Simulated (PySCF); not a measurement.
A structure optimised at PBE-D3(BJ)/def2-SVP, used in a PySCF frequency run:

```
C
C 1 1.5335
H 2 1.1074 1 111.10
H 2 1.1090 3 108.03 1 -122.31
H 2 1.1117 3 108.44 4 -116.42
C 1 1.5335 2 111.04 3 -178.65
H 6 1.1074 1 111.10 2 178.65
H 6 1.1090 7 108.03 1 122.31
H 6 1.1117 7 108.44 8 116.42
C 1 1.5359 2 110.61 3 58.16
H 10 1.1085 1 111.30 2 -57.78
H 10 1.1085 11 108.36 1 122.70
H 10 1.1097 11 108.04 12 116.82
S 1 1.8685 2 109.75 3 -57.13
H 14 1.3633 1 95.95 2 -61.14
```
Charge 0, spin multiplicity 1.

Write its SMILES, formula and point group.

CC(C)(C)S, C₄H₁₀S, Cs

What are its rotational constants (standard atomic weights)?

4.4292, 2.9500, 2.9244 GHz
